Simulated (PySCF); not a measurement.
Computed IR spectrum (relative IR intensity) of a molecule C2H9NOSi2. Coordinates come from a B3LYP-D3(BJ)/def2-SVP optimisation. One conformer was computed; it need not be the lowest. All values below come from B3LYP-D3(BJ)/def2-SVP in PySCF. Frequencies are harmonic and unscaled.

Lines under 2 % of the strongest are left out, and lines within 2 cm⁻¹ are merged.

ν (cm⁻¹): 152 (vw), 322 (s), 344 (w), 457 (m), 539 (w), 610 (w), 659 (w), 703 (w), 715 (w), 735 (m), 774 (w), 834 (m), 877 (w), 881 (w), 895 (s), 915 (s), 947 (vs), 960 (s), 1017 (s), 1265 (w), 1728 (s), 2109 (s), 2198 (s), 2242 (s), 2250 (m), 2908 (m), 3833 (m) (against the strongest line: vs over 80 %, s over 45 %, m over 15 %, w over 4 %, vw less)

**Question.** Identify the compound among the candidates.
(A) C[Si@@H]1CO[SiH2]N1
(B) C[SiH2]/N=C\[SiH2]O
(C) C/N=C(\[SiH3])[SiH2]O
(D) C1O[SiH2]CN[SiH2]1

**Answer.** B, C[SiH2]/N=C\[SiH2]O
